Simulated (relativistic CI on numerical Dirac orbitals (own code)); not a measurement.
One change at a time: Kr14+

Base calculation: Dirac-Coulomb-Breit CI, KLI orbitals optimised for each configuration, a model potential for QED, unscaled Slater integrals.

Configuration list (outside the closed core [Ne]): 3s²3p⁶3d⁴, 3s²3p⁵3d⁵, 3s3p⁶3d⁵, 3s²3p⁶3d³4s, 3s²3p⁶3d³4p, 3s²3p⁶3d³4d, 3s²3p⁶3d³4f, 3s²3p⁵3d⁴4s, 3s²3p⁶3d²4s4p, 3s²3p⁶3d³5s, 3s²3p⁵3d⁴4p, 3s²3p⁶3d³5p, 3s²3p⁶3d³5d, 3s²3p⁶3d²4p4d, 3s²3p⁶3d³5g, 3s3p⁶3d⁴4s, 3s²3p⁶3d³6s, 3s²3p⁶3d³6d, 3s²3p⁶3d³6g, 3p⁶3d⁶, 3p⁵3d⁷, 3s²3p⁶3d²4s², 3s²3p⁶3d4s²4p, 3s²3p⁶3d4s²4d, 3s²3p⁶3d4s²4f, 3s²3p⁶3d²4p², 3s²3p⁶3d4s4p², 3s²3p⁶3d4p³, 3s²3p⁶3d4p²4d, 3s²3p⁶3d4p²4f, 3s²3p⁶3d²4s4d, 3s²3p⁶3d4s4p4d, 3s²3p⁶3d4s4d², 3s²3p⁶3d4s4d4f, 3s²3p⁶3d²4d², 3s²3p⁶3d4p4d², 3s²3p⁶3d4d³, 3s²3p⁶3d4d²4f, 3p⁶3d⁵4s, 3p⁵3d⁶4s, 3s3p⁶3d³4s², 3s3p⁶3d²4s²4p, 3s3p⁶3d²4s²4d, 3s3p⁶3d²4s²4f, 3p⁶3d⁴4s², 3p⁵3d⁵4s², 3p⁶3d³4s²4p, 3p⁶3d³4s²4d, 3p⁶3d³4s²4f. Double excitations out of closed p, d and f shells are left out; levels of such configurations are missing from the list, as are those of other unlisted configurations, and high levels can miss mixing partners. These lack a partner that the ground configuration has and come out too high: 3s²3p⁵3d⁴4p.

Variants: (1) configuration mixing switched off; (2) one mean potential for all configurations. Shifts of the energy above 3s²3p⁶3d⁴ ⁵D0, in cm⁻¹, for the lowest level and the first level of each name with at least 55 % of one term (blank where a level changes its place among those of its configuration and J or its character, or is not in the variant):

| Level | Base | Δ(1) | Δ(2) |
| --- | --- | --- | --- |
| 3s²3p⁶3d⁴ ⁵D0 | 0.0 | 0.0 | 0.0 |
| 3s²3p⁶3d⁴ ⁵D1 | 2258.7 | -14.7 | +4.2 |
| 3s²3p⁶3d⁴ ⁵D2 | 5699.4 | -8.9 | +8.9 |
| 3s²3p⁶3d⁴ ⁵D3 | 9701.4 | +9.7 | +13.1 |
| 3s²3p⁶3d⁴ ⁵D4 | 13958.3 | +25.3 | +16.6 |
| 3s²3p⁶3d⁴ ³P0 | 54784.9 | +1131.1 | -39.5 |
| 3s²3p⁶3d⁴ ³H4 | 59162.0 | -1190.4 | -27.1 |
| 3s²3p⁶3d⁴ ³H5 | 64405.0 | -1558.5 | -18.5 |
| 3s²3p⁶3d⁴ ³P1 | 65404.0 | +800.7 | -31.1 |
| 3s²3p⁶3d⁴ ³H6 | 67827.1 | -1804.6 | -14.3 |
| 3s²3p⁶3d⁴ ³F2 | 69825.2 | +563.3 | -28.0 |
| 3s²3p⁶3d⁴ ³F4 | 71977.4 | +196.7 | -20.0 |
| 3s²3p⁶3d⁴ ³P2 | 78113.2 | +1013.1 | -24.1 |
| 3s²3p⁶3d⁴ ³G4 | 80595.5 | +863.1 | -22.7 |
| 3s²3p⁶3d⁴ ³G5 | 84617.6 | +315.2 | -13.4 |
| 3s²3p⁶3d⁴ ³D3 | 94492.2 | +3619.1 | -33.2 |
| 3s²3p⁶3d⁴ ³D2 | 96374.9 | +3084.6 | -31.5 |
| 3s²3p⁶3d⁴ ¹I6 | 96560.1 | -2202.0 | -23.6 |
| 3s²3p⁶3d⁴ ³D1 | 98752.6 | +3638.9 | -28.5 |
| 3s²3p⁶3d⁴ ¹G4 | 102788.5 | +1817.0 | -16.5 |
| 3s²3p⁶3d⁴ ¹S0 | 109718.1 | +6717.6 | -26.6 |
| 3s²3p⁶3d⁴ ¹D2 | 122451.1 | +284.1 | -50.9 |

At this charge energies of transitions that change n are usually good to better than 1 %, and those within a shell (Δn = 0) to a few per cent. Terms inside the open d or f shell come out 10 to 20 % too wide with unscaled integrals.

Ionisation energy from the two ground configurations alone: base 491.005 eV. The NIST ASD value (theoretical) is 492 eV.

LS names give the leading component of a level, which can be under half, so a name can repeat, a term be missing and a line seem to break the LS rules.
